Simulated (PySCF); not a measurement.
# In⁴⁸⁺ (indium, charge +48): UHF calculation

Configuration: 1s1, 2S determinant. All numbers are calculated (PySCF 2.14, the spin-free X2C one-electron Hamiltonian (Gaussian nucleus), in an uncontracted even-tempered set (17 s from 94 bohr⁻², ratio 2.2; 7 p from 140 bohr⁻², ratio 2.4; 4 d from 430 bohr⁻², ratio 2.4; 3 f from 640 bohr⁻², ratio 2.4; 3 g from 960 bohr⁻², ratio 2.4)).

```json
{
 "Total energy": "-1241.477201 hartree",
 "One-electron energy": "-1241.4772 hartree",
 "Hartree (Coulomb) energy": "16.4962 hartree",
 "Exchange energy": "-16.4962 hartree",
 "⟨S²⟩": "0.7500",
 "⟨L²⟩": "0.000",
 "Sum of ⟨r⟩": "0.02867 bohr",
 "Sum of ⟨r²⟩": "0.001119 bohr²"
}
```

```json
{"shell": "1s α", "electrons": "1", "mean orbital energy (hartree)": "-1241.47720", "rms radius, mean of both spins (bohr)": "0.0334"}
```

Densities and radii are taken from the X2C orbitals without a picture-change correction, which distorts them close to the nucleus.
